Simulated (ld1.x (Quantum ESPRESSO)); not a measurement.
Scattering properties, TM potential for Pt

| Property | Result |
| --- | --- |
| Element | Pt (Z = 78) |
| Generator | ld1.x (Quantum ESPRESSO) 7.5 |
| Type | norm-conserving Troullier–Martins (Kleinman–Bylander form) |
| Functional | LDA (PZ) |
| Relativity | scalar-relativistic |
| Frozen core | [Xe] 4f14 |
| Valence charge | 10 |
| Reference configuration | 5d9 6s1 6p0 |
| Partial waves | 6p (bound, empty): rc 3.50 bohr; 5d (bound): rc 1.65 bohr; 6s (bound): rc 2.50 bohr |
| Local potential | the s channel |
| Core correction | Bessel-smoothed model core inside 1.65 bohr |

The phase is arctan(r·u′/u) with u = r·R(r), unwrapped; energies in Ry, scanned from -2 to 5 Ry. A pole is an energy at which the radial function vanishes at the test radius. The pseudo phase is shifted by a multiple of π to meet the all-electron one at the reference energy, and phase errors are pseudo minus all-electron; the curves can meet again beyond the range given. Levels narrower than the energy grid can be missing from the lists of poles.

```tsv
channel	radius (bohr)	reference energy (Ry)	poles, all-electron	poles, pseudo	unbroken range about the reference energy with phases within 0.05 rad	phase error 1 Ry above the reference energy (rad)
s	3.81	-0.44	-0.08, 3.48	-0.08, 3.13	below 1.1	-0.006
p	3.81	-0.07	0.77, 4.62	0.75, 4.00	below 1.6	-0.009
d	3.81	-0.47	-0.42, 2.25	-0.42, 2.41	below 0.6	+0.030
```

Phases in the s channel:

```json
{"E (Ry)": "-2.00", "all-electron": "1.357", "pseudo": "1.357"}
{"E (Ry)": "-1.52", "all-electron": "1.307", "pseudo": "1.307"}
{"E (Ry)": "-1.04", "all-electron": "1.178", "pseudo": "1.178"}
{"E (Ry)": "-0.56", "all-electron": "-0.212", "pseudo": "-0.213"}
{"E (Ry)": "-0.08", "all-electron": "-1.570", "pseudo": "-1.571"}
{"E (Ry)": "0.40", "all-electron": "-1.745", "pseudo": "-1.749"}
{"E (Ry)": "0.88", "all-electron": "-1.939", "pseudo": "-1.959"}
{"E (Ry)": "1.36", "all-electron": "-2.710", "pseudo": "-2.940"}
{"E (Ry)": "1.84", "all-electron": "-4.237", "pseudo": "-4.333"}
{"E (Ry)": "2.32", "all-electron": "-4.533", "pseudo": "-4.574"}
{"E (Ry)": "2.80", "all-electron": "-4.636", "pseudo": "-4.668"}
{"E (Ry)": "3.28", "all-electron": "-4.694", "pseudo": "-4.730"}
{"E (Ry)": "3.76", "all-electron": "-4.737", "pseudo": "-4.789"}
{"E (Ry)": "4.24", "all-electron": "-4.779", "pseudo": "-4.880"}
{"E (Ry)": "4.72", "all-electron": "-4.832", "pseudo": "-5.203"}
```
